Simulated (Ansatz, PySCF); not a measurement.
Gas-phase reaction in SMILES: [CH3][GeH][CH3] → [CH2][GeH2][CH3]
Structures are relaxed separately at B3LYP-D3(BJ)/def2-TZVP in Ansatz (a first-principles code), one conformer each, not searched for the lowest.

Wanted: isomerisation energy (0 K, with B3LYP-D3(BJ) harmonic zero-point energies from PySCF), in kcal/mol. Cores are frozen in the correlated levels unless marked. Open shells are spin-unrestricted. No spin-orbit coupling. The frozen core is the preceding noble-gas configuration, with the filled d and f shells of earlier blocks. No relativistic terms. CBS(X,Y): correlation extrapolated as X^-3; Hartree-Fock from the larger set. The bracket is a focal-point correction in the basis named.

```json
[
 {"level": "PBE-D3(BJ)/def2-TZVPD", "program": "Ansatz + dftd3", "isomerisation energy (kcal/mol)": "17.8", "minus last row": "1.6"},
 {"level": "revPBE-D3(BJ)/def2-TZVPD", "program": "Ansatz + dftd3", "isomerisation energy (kcal/mol)": "17.4", "minus last row": "1.2"},
 {"level": "B3LYP-D4/def2-TZVPD", "program": "Ansatz + dftd4", "isomerisation energy (kcal/mol)": "15.8", "minus last row": "-0.4"},
 {"level": "B3LYP/def2-TZVPD", "program": "Ansatz", "isomerisation energy (kcal/mol)": "15.8", "minus last row": "-0.4"},
 {"level": "PBE0/def2-TZVP", "program": "Ansatz", "isomerisation energy (kcal/mol)": "16.3", "minus last row": "0.1"},
 {"level": "CAM-B3LYP/def2-TZVPD", "program": "Ansatz", "isomerisation energy (kcal/mol)": "15.0", "minus last row": "-1.2"},
 {"level": "B2GP-PLYP-D4/def2-TZVPD", "program": "Ansatz + dftd4", "isomerisation energy (kcal/mol)": "16.0", "minus last row": "-0.2"},
 {"level": "PBE-QIDH/def2-TZVPD", "program": "Ansatz", "isomerisation energy (kcal/mol)": "16.3", "minus last row": "0.1"},
 {"level": "RI-MP2/aug-cc-pVTZ", "program": "Ansatz", "isomerisation energy (kcal/mol)": "19.1", "minus last row": "2.9"},
 {"level": "RI-MP2/cc-pVTZ", "program": "Ansatz", "isomerisation energy (kcal/mol)": "18.9", "minus last row": "2.7"},
 {"level": "RI-MP2/cc-pVQZ", "program": "Ansatz", "isomerisation energy (kcal/mol)": "18.8", "minus last row": "2.6"},
 {"level": "SCS-MP2/STO-3G", "program": "Ansatz", "isomerisation energy (kcal/mol)": "7.4", "minus last row": "-8.8"},
 {"level": "SCS-MP2/cc-pVDZ", "program": "Ansatz", "isomerisation energy (kcal/mol)": "16.4", "minus last row": "0.2"},
 {"level": "RI-MP2/CBS(aug-cc-pVTZ,aug-cc-pVQZ)+[CCSD(T)-MP2]/aug-cc-pVDZ", "program": "Ansatz", "isomerisation energy (kcal/mol)": "16.2", "minus last row": "0.0"},
 {"level": "CCSD(T)/CBS(aug-cc-pVTZ,aug-cc-pVQZ)", "program": "Ansatz", "isomerisation energy (kcal/mol)": "16.2", "minus last row": "0.0"}
]
```
